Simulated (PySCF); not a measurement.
# Steps of a relaxation of Sm(NH2)2

Sm(NH2)2 (singlet in the valence; each metal's 4f electrons, 6 of them, lie in its core potential, out of spins and levels; a saddle point, relaxed within its symmetry). PySCF 2.14.0, RKS PBE0, Sm lcecp-0-SVP with ECP52, N def2-SVP, H def2-SVP; non-relativistic Hamiltonian with scalar-relativistic core potentials where named; density fitting; no spin-orbit coupling. Origin of the start: template. Columns: position (Å) and force (eV/Å). Energies are counted from the last step; some of the 11 steps are shown. Forces carry noise of the integration grid, about 0.01 to 0.03 eV/Å.

Run from Python with OMP_NUM_THREADS=2. Where DIIS fails, smearing, a level shift and second-order steps follow.
It took 20 s on 2 threads of Intel(R) Xeon(R) 6975P-C (Granite Rapids), on a shared host, from the converged density of the start.

```xyz
7
step 0  E = 0.149 eV
Sm    0.0000    0.0000   -0.1793     0.00    0.00    0.87
N     2.2324    0.0000    0.8198    -1.33    0.00   -0.84
H     2.7709   -0.8300    1.0608     0.28    0.17    0.20
H     2.7709    0.8300    1.0608     0.28   -0.17    0.20
N    -2.2324    0.0000    0.8198     1.33    0.00   -0.84
H    -2.7709    0.8300    1.0608    -0.28   -0.17    0.20
H    -2.7709   -0.8300    1.0608    -0.28    0.17    0.20
```

```xyz
7
step 3  E = 0.003 eV
Sm    0.0000    0.0000   -0.1474     0.00    0.00    0.05
N     2.1797    0.0000    0.7553    -0.01    0.00   -0.02
H     2.7312   -0.7964    1.0851    -0.03   -0.05    0.00
H     2.7312    0.7964    1.0851    -0.03    0.05    0.00
N    -2.1797    0.0000    0.7553     0.01    0.00   -0.02
H    -2.7312    0.7964    1.0851     0.03    0.05    0.00
H    -2.7312   -0.7964    1.0851     0.03   -0.05    0.00
```

```xyz
7
step 7  E = 0.000 eV
Sm    0.0000    0.0000   -0.1738     0.00    0.00   -0.03
N     2.1624    0.0000    0.7481    -0.03    0.00   -0.01
H     2.6960   -0.8007    1.0953     0.02   -0.01    0.01
H     2.6960    0.8007    1.0953     0.02    0.01    0.01
N    -2.1624    0.0000    0.7481     0.03    0.00   -0.01
H    -2.6960    0.8007    1.0953    -0.02    0.01    0.01
H    -2.6960   -0.8007    1.0953    -0.02   -0.01    0.01
```

Where does the relaxation end?

It converges at step 10 in C2v:
```xyz
7
step 10  E = 0
Sm    0.0000    0.0000   -0.2021
N     2.1502    0.0000    0.7462
H     2.6789   -0.8002    1.1033
H     2.6789    0.8002    1.1033
N    -2.1502    0.0000    0.7462
H    -2.6789    0.8002    1.1033
H    -2.6789   -0.8002    1.1033
```

How did the contacts change?


| contact | start (Å) | end (Å) |
| --- | --- | --- |
| Sm1–N2 (NH2) | 2.446 | 2.350 |
| Sm1–N5 (NH2) | 2.446 | 2.350 |


An lcecp potential fixes the number of 4f electrons, so in runs with it no electron can move into or out of that shell.
